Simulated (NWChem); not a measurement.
System: BSiH$_{5}$SO$_{2}$; SMILES OB(O)S[SiH3]

Input file for NWChem:

```
start job
memory heap 200 mb stack 900 mb global 1100 mb
geometry units angstroms noautoz
  Si     0.257717    -1.864682     0.000000
  S     -1.063266    -0.159697     0.000000
  B      0.184566     1.186570     0.000000
  O     -0.186498     2.493949     0.000000
  O      1.501981     0.860348     0.000000
  H      1.109633    -1.898680    -1.222169
  H      1.109633    -1.898680     1.222169
  H     -0.653747    -3.045945     0.000000
  H     -1.138196     2.631490     0.000000
  H      2.070612     1.638982     0.000000
end
basis spherical
  Si library cc-pvdz
  S library cc-pvdz
  B library cc-pvdz
  O library cc-pvdz
  H library cc-pvdz
end
dft
  xc hfexch
  iterations 150
  mulliken
end
task dft energy
```

The geometry was optimised at PBE0/def2-SVP.

Problem. Predict the main results of this run. (Hartree-Fock/cc-pVDZ.) Quantities: basis functions; energy (Ha); highest occupied level (eV); orbital gap (eV); dipole (D).

Solution. 
| Property | Result |
|---|---|
| number of basis functions | 103 |
| energy (Ha) | -863.96 |
| highest occupied level (eV) | -10.18 |
| orbital gap (eV) | 14.04 |
| dipole (D) | 1.42 |
